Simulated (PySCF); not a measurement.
Input for PySCF: R-B3LYP/6-31G* on GeH4 (SMILES [GeH4]) with ghost functions, monomers drawn apart or pushed together.

```python
from pyscf import gto, scf, dft, mp
from pyscf.data.elements import chemcore

mol = gto.M(
    atom='''
    Ge   -0.26043769   -0.26060408    6.27314557
    H    -0.56106367    1.11166210    5.65286934
    H     1.24282285   -0.55217277    6.20885219
    H    -1.04236988   -1.34578755    5.51826705
    H    -0.71744834   -0.25235514    7.74271136
    ghost-C   -0.43276187   -0.03777488   -0.15559165
    ghost-F    0.76524832   -0.17114150    0.53997435
    ghost-H   -1.01888985    0.75615243    0.30778149
    ghost-H   -0.20666379    0.21423053   -1.19192525
    ghost-H   -0.97332953   -0.98311135   -0.10453859
    ''',
    basis='6-31g*',
    cart=True,
    charge=0, spin=0, verbose=3, max_memory=1800)
mf = dft.RKS(mol, xc='b3lyp')
mf.conv_tol = 1e-8
mf.max_cycle = 100
mf.kernel()
if not mf.converged:
    mf = mf.newton().run(mf.mo_coeff, mf.mo_occ)
```

The log:

```
converged SCF energy = -2079.1532166207
```

The run converged.

Cost: very roughly 4 core-seconds.
